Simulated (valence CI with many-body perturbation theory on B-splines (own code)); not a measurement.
# Pr⁵²⁺: calculated level list

Calculated by relativistic CI+MBPT: five valence electrons over a frozen Dirac-Fock core [He], a basis of 11 s, 11 p, 10 d, 8 f, 5 g, 2 h functions for each j, with the one-electron correlation potential Σ1 (screened to all orders), the two-electron term Σ2, the three-electron term Σ3, Breit, model QED; selected single and double excitations, second order for the rest, scaled by the run's own slope (own B-spline code, finite nucleus).

No measured spectrum was set against this ion. As an estimate, large intervals hold to a few tenths of a per cent, small ones and those within an open d or f shell to about a per cent. Among the levels kept, up to 7100 cm⁻¹ of a level comes from second order outside the variational space, and about a tenth of that is noise between levels of different J, which matters for small intervals.

Levels 91 to 135 of 197, with energies above the lowest level, (2s^2 2p1/2^2 2p3/2) J=3/2. "Leading %" is the weight of the configuration and term that name the level; weights of strongly mixed levels are sums over their largest components and can fall short. In the jj column 3d3/2^4 stands for four electrons in 3d with j = 3/2. Lifetimes count E1, E2, E3, M1 and M2 decay at the calculated energies, and are blank where another channel may lead or the interval is too uncertain; long ones can be off by a factor of two.

| No. | Configuration | Term | J | E (Ry) | Leading % | Leading jj | Lifetime | g |
| --- | --- | --- | --- | --- | --- | --- | --- | --- |
| 91 | 2s²2p²3p | ²P° | 1/2 | 496.85 | 54 | 2s^2 2p3/2^2 3p3/2 (93 %) | 260 fs | 1.242 |
| 92 | 2s²2p²3p | ⁴D° | 7/2 | 497.49 | 50 | 2s^2 2p3/2^2 3p3/2 (79 %) | 111 fs | 1.330 |
| 93 | 2s2p³3s | ²D° | 5/2 | 497.55 | 44 | 2s 2p1/2 2p3/2^2 3s (53 %) | 20.5 fs | 1.258 |
| 94 | 2s2p³3p | ⁶P | 3/2 | 498.40 | 39 | 2s 2p1/2 2p3/2^2 3p1/2 (98 %) | 14.9 fs | 1.735 |
| 95 | 2s2p³3s | ⁴P° | 1/2 | 499.12 | 83 | 2s 2p1/2 2p3/2^2 3s (99 %) | 19.1 fs | 2.321 |
| 96 | 2s2p³3p | ⁴F | 5/2 | 499.18 | 29 | 2s 2p1/2 2p3/2^2 3p1/2 (98 %) | 7.34 fs | 1.346 |
| 97 | 2s²2p²3p | ²P° | 3/2 | 499.32 | 42 | 2s^2 2p3/2^2 3p3/2 (76 %) | 50.9 fs | 1.291 |
| 98 | 2s²2p²3p | ²P° | 3/2 | 500.01 | 26 | 2s 2p1/2 2p3/2^2 3s (60 %) | 28.5 fs | 1.416 |
| 99 | 2s2p³3s | ²S° | 1/2 | 500.75 | 49 | 2s 2p1/2 2p3/2^2 3s (94 %) | 9.22 fs | 1.069 |
| 100 | 2s2p³3s | ⁴S° | 3/2 | 500.92 | 33 | 2s 2p1/2 2p3/2^2 3s (87 %) | 36.2 fs | 1.352 |
| 101 | 2s2p³3p | ²F | 7/2 | 501.28 | 40 | 2s 2p1/2 2p3/2^2 3p1/2 (95 %) | 3.67 fs | 1.214 |
| 102 | 2s2p³3s | ²D° | 5/2 | 501.53 | 81 | 2s 2p1/2 2p3/2^2 3s (97 %) | 33.8 fs | 1.236 |
| 103 | 2s2p³3s | ²D° | 3/2 | 501.57 | 53 | 2s 2p1/2 2p3/2^2 3s (79 %) | 13.6 fs | 1.142 |
| 104 | 2s²2p²3p | ²P° | 3/2 | 502.09 | 30 | 2s^2 2p3/2^2 3p3/2 (51 %) | 25.8 fs | 1.365 |
| 105 | 2s2p³3s | ²P° | 1/2 | 502.48 | 91 | 2s 2p1/2 2p3/2^2 3s (99 %) | 21.2 fs | 0.778 |
| 106 | 2s2p³3p | ⁴P | 5/2 | 503.15 | 48 | 2s 2p1/2 2p3/2^2 3p1/2 (90 %) | 5.43 fs | 1.411 |
| 107 | 2s²2p²3d | ²D | 3/2 | 503.56 | 31 | 2s^2 2p3/2^2 3d3/2 (94 %) | 1.60 fs | 1.151 |
| 108 | 2s²2p²3d | ⁴D | 5/2 | 503.80 | 26 | 2s^2 2p3/2^2 3d3/2 (83 %) | 2.16 fs | 1.196 |
| 109 | 2s²2p²3d | ⁴P | 1/2 | 503.84 | 38 | 2s^2 2p3/2^2 3d3/2 (87 %) | 1.47 fs | 1.463 |
| 110 | 2s²2p²3d | ²F | 7/2 | 504.09 | 36 | 2s^2 2p3/2^2 3d3/2 (94 %) | 2.36 fs | 1.103 |
| 111 | 2s2p³3p | ⁴D | 1/2 | 504.67 | 69 | 2s 2p1/2 2p3/2^2 3p1/2 (99 %) | 14.8 fs | 0.302 |
| 112 | 2s²2p²3d | ²F | 7/2 | 505.51 | 52 | 2s^2 2p3/2^2 3d5/2 (97 %) | 373 fs | 1.225 |
| 113 | 2s²2p²3d | ⁴F | 9/2 | 505.58 | 62 | 2s^2 2p3/2^2 3d5/2 (98 %) | 24.1 ps | 1.237 |
| 114 | 2s2p³3p | ⁴P | 1/2 | 505.78 | 45 | 2s 2p1/2 2p3/2^2 3p1/2 (89 %) | 27.6 fs | 1.504 |
| 115 | 2s2p³3p | ⁴F | 3/2 | 505.97 | 24 | 2s 2p1/2 2p3/2^2 3p1/2 (93 %) | 12.4 fs | 1.039 |
| 116 | 2s²2p²3d | ²D | 3/2 | 506.28 | 18 | 2s 2p1/2 2p3/2^2 3p1/2 (66 %) | 2.26 fs | 1.046 |
| 117 | 2s²2p²3d | ²P | 1/2 | 506.52 | 44 | 2s^2 2p3/2^2 3d5/2 (88 %) | 2.41 fs | 1.458 |
| 118 | 2s2p³3p | ²F | 5/2 | 506.55 | 59 | 2s 2p1/2 2p3/2^2 3p1/2 (96 %) | 25.8 fs | 0.994 |
| 119 | 2s²2p²3d | ²P | 3/2 | 507.21 | 27 | 2s^2 2p3/2^2 3d5/2 (36 %) | 4.33 fs | 1.096 |
| 120 | 2s²2p²3d | ²D | 5/2 | 507.88 | 59 | 2s^2 2p3/2^2 3d5/2 (94 %) | 1.54 fs | 1.179 |
| 121 | 2s²2p²3d | ²D | 3/2 | 508.38 | 58 | 2s^2 2p3/2^2 3d5/2 (56 %) | 1.24 fs | 1.020 |
| 122 | 2s2p³3p | ⁴P | 1/2 | 508.79 | 41 | 2s 2p1/2 2p3/2^2 3p1/2 (92 %) | 12.0 fs | 1.870 |
| 123 | 2s2p³3p | ²P | 3/2 | 508.80 | 40 | 2s 2p1/2 2p3/2^2 3p1/2 (97 %) | 9.10 fs | 1.193 |
| 124 | 2s2p³3p | ⁶P | 7/2 | 509.18 | 48 | 2s 2p1/2 2p3/2^2 3p3/2 (98 %) | 71.9 fs | 1.454 |
| 125 | 2s2p³3p | ⁴P | 5/2 | 509.33 | 34 | 2s 2p1/2 2p3/2^2 3p3/2 (96 %) | 10.9 fs | 1.481 |
| 126 | 2s²2p²3d | ²D | 5/2 | 509.85 | 65 | 2s^2 2p3/2^2 3d5/2 (96 %) | 1.83 fs | 1.184 |
| 127 | 2s2p³3p | ⁴P | 1/2 | 509.97 | 60 | 2s 2p1/2 2p3/2^2 3p3/2 (92 %) | 5.69 fs | 1.794 |
| 128 | 2s2p³3p | ⁴P | 3/2 | 511.51 | 47 | 2s 2p1/2 2p3/2^2 3p3/2 (97 %) | 5.38 fs | 1.412 |
| 129 | 2s2p³3p | ⁴F | 9/2 | 512.02 | 99 | 2s 2p1/2 2p3/2^2 3p3/2 (99 %) | 1.04 ps | 1.314 |
| 130 | 2s2p³3p | ⁴D | 7/2 | 512.12 | 64 | 2s 2p1/2 2p3/2^2 3p3/2 (99 %) | 13.4 fs | 1.306 |
| 131 | 2s2p³3p | ²P | 3/2 | 512.63 | 62 | 2s 2p1/2 2p3/2^2 3p3/2 (94 %) | 5.60 fs | 1.361 |
| 132 | 2s2p³3p | ²D | 5/2 | 513.98 | 57 | 2s 2p1/2 2p3/2^2 3p3/2 (95 %) | 5.21 fs | 1.235 |
| 133 | 2s2p³3d | ⁶D° | 3/2 | 515.04 | 41 | 2s 2p1/2 2p3/2^2 3d3/2 (98 %) | 11.2 fs | 1.368 |
| 134 | 2s2p³3d | ⁶D° | 1/2 | 515.14 | 45 | 2s 2p1/2 2p3/2^2 3d3/2 (98 %) | 10.0 fs | 2.185 |
| 135 | 2s2p³3d | ⁶D° | 5/2 | 515.28 | 37 | 2s 2p1/2 2p3/2^2 3d3/2 (94 %) | 7.58 fs | 1.282 |
